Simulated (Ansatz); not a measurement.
`[NH2][InH2]` + `[AsH3]` → `[AsH2][InH2]` + NH₃ at 400 K and 1 bar (ligand exchange at the In–N bond).

Gas-phase electronic energies from Ansatz, PBE0-D4/def2-TZVP geometries. CBS: MP2 limit from def2 TZ/QZ plus the TZ coupled-cluster correction, frozen cores. This one scheme is used for every species. Elements past krypton have def2 core potentials. For As, In outer-core shells are correlated without core-valence functions, which leaves a few kJ/mol of doubt a bond. Scalar relativity is left out up to krypton.

```csv
species,CCSD(T)/CBS energy (Eh),H − E (kJ/mol),S (J/(mol·K))
`[NH2][InH2]`,-246.90424,118.2,303.3
`[AsH3]`,-2236.79077,72.0,234.9
`[AsH2][InH2]`,-2427.20683,95.5,339.8
NH₃,-56.50880,104.2,203.1
```

H − E and S are ideal-gas, rigid-rotor, harmonic terms from PBE0-D4/def2-TZVP. 1 Eh = 2625.50 kJ/mol, R = 8.31446 J/(mol·K).

By hand: ΔE, ΔH, ΔS and ΔG.

ΔE = (-2427.20683) + (-56.50880) − (-246.90424) − (-2236.79077) = -0.02062 Eh = -54.1 kJ/mol. Δ(H − E) = 95.5 + 104.2 − 118.2 − 72.0 = 9.5, so ΔH = -44.6 kJ/mol. ΔS = 339.8 + 203.1 − 303.3 − 234.9 = 4.7 J/(mol·K). ΔG = -44.6 − 400 × (4.7)/1000 = -46.5 kJ/mol.

By hand: the equilibrium constant, and the temperature at which ΔG would vanish if ΔH and ΔS stayed fixed.

log₁₀ K = −ΔG/(RT ln 10) = 6.1. ΔH and −TΔS have one sign here, so there is no such temperature.

The number of gas molecules stays the same, so ΔS is small and ΔH decides. A doubt of 5 kJ/mol in ΔE shifts log₁₀ K by 0.7 here. These are equilibria of isolated gas molecules and say nothing of rates. Largest T1 diagnostic: 0.016 (customary marks: 0.02 for closed shells, 0.045 for open ones).

ΔS is within the doubt of such terms, so its sign, and with it that verdict, could turn.
